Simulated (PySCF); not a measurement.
SMILES [SiH3][SiH][SiH2][SiH3], doublet, PBE0/def2-SVP optimised geometry.

```
13

Si    -0.82     1.88     3.99
Si    -0.49    -0.43     3.82
Si    -1.30    -1.49     1.91
Si    -0.50    -0.37     0.00
H     -0.03     2.42     5.14
H     -2.26     2.23     4.19
H     -0.35     2.52     2.73
H     -0.78    -1.16     5.10
H     -0.83    -2.91     1.90
H     -2.80    -1.50     1.88
H     -0.99    -1.04    -1.24
H     -0.98     1.04     0.00
H      0.99    -0.37     0.00
```

Density from PySCF 2.14.0 with unrestricted PBE0/def2-TZVP at that geometry.

Minimum of the electron density along straight lines between bonded atoms, close to the bond critical point (lines longer than 1.1 times the sum of covalent radii, or with two minima, are not listed):

```json
[
 {"bond": "Si1–Si2", "length / Å": "2.333", "ρ at the minimum / e bohr⁻³": "0.091", "∇²ρ there / e bohr⁻⁵": "-0.15", "position (fraction from the first atom)": "0.47"},
 {"bond": "Si2–Si3", "length / Å": "2.334", "ρ at the minimum / e bohr⁻³": "0.090", "∇²ρ there / e bohr⁻⁵": "-0.15", "position (fraction from the first atom)": "0.53"},
 {"bond": "Si3–Si4", "length / Å": "2.349", "ρ at the minimum / e bohr⁻³": "0.092", "∇²ρ there / e bohr⁻⁵": "-0.16", "position (fraction from the first atom)": "0.50"},
 {"bond": "Si1–H5", "length / Å": "1.495", "ρ at the minimum / e bohr⁻³": "0.118", "∇²ρ there / e bohr⁻⁵": "0.15", "position (fraction from the first atom)": "0.49"},
 {"bond": "Si1–H6", "length / Å": "1.498", "ρ at the minimum / e bohr⁻³": "0.117", "∇²ρ there / e bohr⁻⁵": "0.15", "position (fraction from the first atom)": "0.49"},
 {"bond": "Si1–H7", "length / Å": "1.495", "ρ at the minimum / e bohr⁻³": "0.118", "∇²ρ there / e bohr⁻⁵": "0.15", "position (fraction from the first atom)": "0.49"},
 {"bond": "Si2–H8", "length / Å": "1.498", "ρ at the minimum / e bohr⁻³": "0.116", "∇²ρ there / e bohr⁻⁵": "0.15", "position (fraction from the first atom)": "0.49"},
 {"bond": "Si3–H9", "length / Å": "1.498", "ρ at the minimum / e bohr⁻³": "0.116", "∇²ρ there / e bohr⁻⁵": "0.15", "position (fraction from the first atom)": "0.49"},
 {"bond": "Si3–H10", "length / Å": "1.501", "ρ at the minimum / e bohr⁻³": "0.116", "∇²ρ there / e bohr⁻⁵": "0.15", "position (fraction from the first atom)": "0.49"},
 {"bond": "Si4–H11", "length / Å": "1.495", "ρ at the minimum / e bohr⁻³": "0.117", "∇²ρ there / e bohr⁻⁵": "0.15", "position (fraction from the first atom)": "0.49"},
 {"bond": "Si4–H12", "length / Å": "1.496", "ρ at the minimum / e bohr⁻³": "0.117", "∇²ρ there / e bohr⁻⁵": "0.15", "position (fraction from the first atom)": "0.49"},
 {"bond": "Si4–H13", "length / Å": "1.495", "ρ at the minimum / e bohr⁻³": "0.118", "∇²ρ there / e bohr⁻⁵": "0.15", "position (fraction from the first atom)": "0.49"}
]
```
